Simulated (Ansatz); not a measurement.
Relaxation of F3HSi (5 atoms, charge 0, multiplicity 1), to a largest force component of 0.02 eV/Å in at most 40 steps.

Level of theory: RKS BLYP-D4/def2-SVP (Ansatz 0.2.0).

```xyz
5
Properties=species:S:1:pos:R:3:forces:R:3
Si 0.000 0.000 0.000 0.05 0.00 1.17
H 0.000 0.000 1.460 0.00 0.00 0.34
F 1.499 0.000 -0.529 0.91 0.00 -0.49
F -0.749 1.297 -0.529 -0.48 0.83 -0.51
F -0.749 -1.297 -0.529 -0.48 -0.83 -0.51
```

Where does it end, and by what steps?

It converged. After 3 steps the energy has fallen by 0.055 eV; H2 moved furthest, 0.04 Å.

```json
{"step": "0", "energy less start (eV)": "0.0000", "largest force component (eV/Å)": "1.171", "accepted": "yes"}
{"step": "1", "energy less start (eV)": "-0.0386", "largest force component (eV/Å)": "0.754", "accepted": "yes"}
{"step": "2", "energy less start (eV)": "-0.0548", "largest force component (eV/Å)": "0.021", "accepted": "yes"}
{"step": "3", "energy less start (eV)": "-0.0549", "largest force component (eV/Å)": "0.002", "accepted": "yes"}
```

```xyz
5
Properties=species:S:1:pos:R:3
Si 0.000 0.000 0.024
H 0.000 0.000 1.499
F 1.512 0.000 -0.550
F -0.755 1.309 -0.551
F -0.755 -1.309 -0.551
```

Whether the end is a true minimum wasn't checked by a vibrational analysis.

The run took 3.2 s on 1 thread of Intel(R) Xeon(R) 6975P-C (Granite Rapids) (shared host), peak memory 0.12 GiB.
